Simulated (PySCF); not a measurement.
# Telling isomers of C$_{6}$H$_{12}$OSi$_{2}$ apart by NMR

Gas phase, a single conformation, no relativistic terms, equivalent nuclei averaged. σ from GIAO-PBE0/pcSseg-1; geometry from GFN2-xTB; PySCF 2.14.0 with density-fitted response routines.

Referencing at the same level of theory: TMS for $^{1}$H (σref 31.72) and $^{13}$C (σref 186.93). Where no couplings were computed, multiplicities follow the n + 1 count of equivalent neighbours, and m marks all less simple cases (inequivalent or close neighbours, rings, F or P nearby). Shifts are as computed. Against solution values, carbons near 30 ppm lie about +3 ppm off and those near 130 ppm about +5 ppm. Of 1309 compounds with measured shifts, 239 miss one by over three times the rms of a fit or turn the order of signals round; such compounds aren't used in these exercises.

(1) Tabulate the signals of `CC#C/C=C\C[SiH2]O[SiH3]`, `C=CO/C=C/C(=C)[SiH2][SiH3]` and their relative energies.

(2) What is the quickest way to tell CC#C/C=C\C[SiH2]O[SiH3] from C=CO/C=C/C(=C)[SiH2][SiH3]?

Results:

(1) 
```json
{"SMILES": "CC#C/C=C\\C[SiH2]O[SiH3]", "carbon types": "2×C 2×CH 1×CH2 1×CH3", "δC": "142.0, 116.4, 103.4, 83.1, 25.4, 6.1", "δH": "5.96 (m, 1H), 5.65 (d, 1H), 5.14 (s, 3H), 4.95 (t, 2H), 2.46 (m, 2H), 2.28 (s, 3H)", "E rel. (kcal/mol)": "0.0"}
{"SMILES": "C=CO/C=C/C(=C)[SiH2][SiH3]", "carbon types": "1×C 3×CH 2×CH2", "δC": "157.4, 156.7, 142.8, 136.4, 122.5, 97.8", "δH": "6.58 (m, 1H), 6.54 (d, 1H), 6.31 (d, 1H), 5.99 (br s, 1H), 5.71 (br s, 1H), 4.91 (m, 1H), 4.51 (m, 1H), 4.30 (q, 2H), 3.47 (t, 3H)", "E rel. (kcal/mol)": "49.7"}
```

Energies are electronic energies at PBE0/pcSseg-1 on these geometries, without zero-point or thermal terms, each for the one conformer computed, which needn't be the lowest.

(2) Both give the same number of carbon signals, but DEPT or the intensities differ. The first has an allylic sp3 CH2 bonded to Si at 25.4 ppm, the second a terminal =CH2 carbon at 136.4 ppm. Their most deshielded carbons lie at 142.0 and 157.4 ppm. In the proton spectra the most deshielded non-exchanging signals are 5.96 (m, 1H) and 6.58 (m, 1H).
